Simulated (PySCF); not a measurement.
## Sc⁺: interval between two levels

Sc⁺ [Ar] 3d1 4s1 [3D3, M_J = 3] → Sc⁺ [Ar] 4s1 4p1 [3P2, M_J = 2], as a difference of total energies. Calculation: PySCF 2.14, in x2c-SVPall-2c with one added diffuse shell each of s, d type (6s5p4d1f, 48 functions); the two-component X2C-1e Hamiltonian. Correlated levels: [Ne] frozen. "Screened" scales the spin-orbit matrix elements by Boettger's factors to mimic the two-electron term; Breit and QED terms are absent.

```
                    method  interval between two levels (cm⁻¹)
           GHF (spin-free)                               35911
          GMP2 (spin-free)                               34531
 GHF (screened spin-orbit)                               35956
GMP2 (screened spin-orbit)                               34578
```

The labels give the starting determinants; with spin-orbit coupling the two ends relaxed to ⟨J²⟩ = 12.01, ⟨L²⟩ = 6.01, ⟨S²⟩ = 2.00 and ⟨J²⟩ = 6.36, ⟨L²⟩ = 2.36, ⟨S²⟩ = 2.00.

The determinant of the upper state mixes levels of different J (the jj label is only the starting occupation), so the difference between spin-free and spin-orbit rows is not the physical spin-orbit shift.
